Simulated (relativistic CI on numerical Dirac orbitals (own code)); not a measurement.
# Hyperfine structure of Tc25+, mass number 99

Method of calculation: Dirac-Coulomb-Breit CI, KLI orbitals optimised for each configuration, model QED (radiative potential, 1s self-energy scaled to tabulated hydrogen-like ionisation energies), unscaled Slater integrals (own radial code, finite nucleus).

Configurations in the expansion (outside the closed core [Ne]): 3s2 3p6, 3s2 3p5 3d, 3s 3p6 3d, 3s2 3p5 4s, 3s2 3p5 4p, 3s2 3p5 4d, 3s 3p6 4s, 3p6 3d 4p, 3p6 3d2, 3p5 3d3, 3p5 3d2 4s, 3p5 3d2 4p, 3p5 3d2 4d, 3p6 3d 4s, 3p5 3d 4s2, 3p5 3d 4s 4p, 3p5 3d 4s 4d. Double excitations out of closed p, d and f shells are left out; levels of such configurations are missing from the list, as are those of other unlisted configurations, and high levels can miss mixing partners.

Nuclear spin I = 9/2, μ = 5.678 μN, Q = -0.129 b (tables of Stone and Pyykkö). The electronic factors are computed for point nuclear moments, without core polarisation or the Bohr-Weisskopf and QED corrections.

| Level | E (cm⁻¹) | A (MHz) | B (MHz) |
| --- | --- | --- | --- |
| 3s2 3p5 3d 3P°_1 | 945212 | 13680 | -1160 |
| 3s2 3p5 3d 3F°_3 | 986892 | 27380 | 6080 |
| 3s2 3p5 3d 3P°_2 | 989885 | 16870 | -171 |
| 3s2 3p5 3d 3F°_4 | 1002513 | 18380 | 5530 |
| 3s2 3p5 3d 3D°_3 | 1072407 | 16300 | -2430 |
| 3s2 3p5 3d 3D°_1 | 1135867 | -5707 | -1560 |
| 3s2 3p5 3d 3F°_2 | 1186487 | 64070 | -3250 |
| 3s2 3p5 3d 1P°_1 | 1432840 | -27040 | 27.3 |

Levels with J = 0, under 50 % of one LS term, or S terms without an open s electron are left out. Small factors come from cancelling terms and can be off by tens of per cent or more.

At this charge energies of transitions that change n are usually good to better than 1 %, and those within a shell (Δn = 0) to a few per cent.

Task: Give the hyperfine levels of 3s2 3p5 3d 3F°_3 relative to its centre of gravity.

Result: With K = F(F + 1) − I(I + 1) − J(J + 1), E = AK/2 + B[¾K(K + 1) − I(I + 1)J(J + 1)]/[2I(2I − 1)J(2J − 1)]: F = 3/2: -449000, F = 5/2: -381800, F = 7/2: -287400, F = 9/2: -165400, F = 11/2: -15360, F = 13/2: 163300, F = 15/2: 371200 MHz.

LS names give the leading component of a level, which can be under half, so a name can repeat, a term be missing and a line seem to break the LS rules.
